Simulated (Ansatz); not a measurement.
Z-matrix (Å, degrees):
```
B
O 1 1.755
C 1 1.522 2 43.6
H 1 1.193 2 111.6 3 109.0
H 1 1.193 2 111.5 3 -108.8
C 3 1.480 1 155.4 2 -178.3
C 6 1.515 3 110.6 1 58.5
F 6 1.374 3 110.8 1 -178.8
H 6 1.099 3 106.6 1 -61.4
H 7 1.091 6 110.3 3 -57.9
H 7 1.090 6 109.3 3 -177.8
H 7 1.091 6 110.3 3 62.3
```

The species carries charge 0 and has multiplicity 1.

Question: List the PBE0/def2-TZVPP orbital energies in eV (the Gaussian-basis code of Ansatz). (Estimate.)

Answer: Computed: Occupied: -674.27, -524.37, -281.37, -281.12, -278.93, -184.56, -34.19, -31.11, -22.89, -19.45, -16.95, -16.02, -15.15, -14.18, -13.54, -12.73, -12.00, -11.87, -11.21, -10.83, -10.42, -9.07, -8.23. Lowest empty: -1.64, 0.39, 1.01, 1.68, 2.09, 2.54, 2.83, 3.01.
